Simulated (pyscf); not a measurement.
**HO–B(Cl)–BH–Cl (SMILES OB(Cl)BCl), singlet**

Gas-phase minimum from PySCF at ωB97X-D3(BJ)/def2-SVP, one conformer. 

```xyz
7

O      0.3358    -0.2937     1.3764
B     -0.2176     0.1151     0.2178
Cl     0.0191     1.8024    -0.3179
B     -1.1396    -0.8968    -0.7928
Cl    -0.3215    -1.8041    -2.0483
H      0.8397     0.3998     1.8241
H     -2.3391    -1.0151    -0.7424
```
Charge 0, spin multiplicity 1.

Bonds (Å): O1–B2 1.347, O1–H6 0.967, B2–Cl3 1.786, B2–B4 1.702, B4–Cl5 1.752, B4–H7 1.206. Bond angles (°): B2–O1–H6 113.2, O1–B2–Cl3 119.3, O1–B2–B4 123.6, Cl3–B2–B4 117.1, B2–B4–Cl5 118.7, B2–B4–H7 124.9, Cl5–B4–H7 116.3.

Properties at ωB97X-D3(BJ)/def2-SVP:

```
Quantity                                                                                                                                                                                           Result
---------------------------------------------------------------------------------------------------------------------  ----------------------------------------------------------------------------------
Harmonic wavenumbers, unscaled                                                                                         42, 127, 180, 352, 499, 629, 645, 771, 829, 916, 1079, 1184, 1434, 2654, 3863 cm⁻¹
Zero-point energy                                                                                                                                                                           21.7 kcal/mol
Rotational symmetry number                                                                                                                                                                              1
Entropy of this conformer at 298 K and 1 atm, rigid rotor and harmonic oscillator, modes under 100 cm⁻¹ raised to 100                                                                     334.5 J/(mol K)
Dipole moment                                                                                                                                                                                      1.59 D
```

Single-point totals, which compare only within one level (frozen core for MP2 and CC):

```csv
level,total energy (hartree)
ωB97X-D3(BJ)/def2-TZVP,-1046.78181
PBE/def2-TZVP,-1046.18025
r²SCAN/def2-TZVP,-1046.58793
B3LYP-D3(BJ)/def2-TZVP,-1046.76835
PBE0-D3(BJ)/def2-TZVP,-1046.27081
M06-2X/def2-TZVP,-1046.64494
ωB97M-D3(BJ)/def2-TZVP,-1046.85936
HF/def2-TZVPP,-1044.59582
MP2/def2-TZVPP,-1045.39803
CCSD/def2-TZVPP,-1045.44427
CCSD(T)/def2-TZVPP,-1045.48008
```

The lowest mode is so soft that the shape along it may change with the basis. Soft torsions are taken as harmonic, which can shift the entropy by several J/(mol K). The CCSD(T) − MP2 part came from Ansatz, without density fitting, on the same reference.
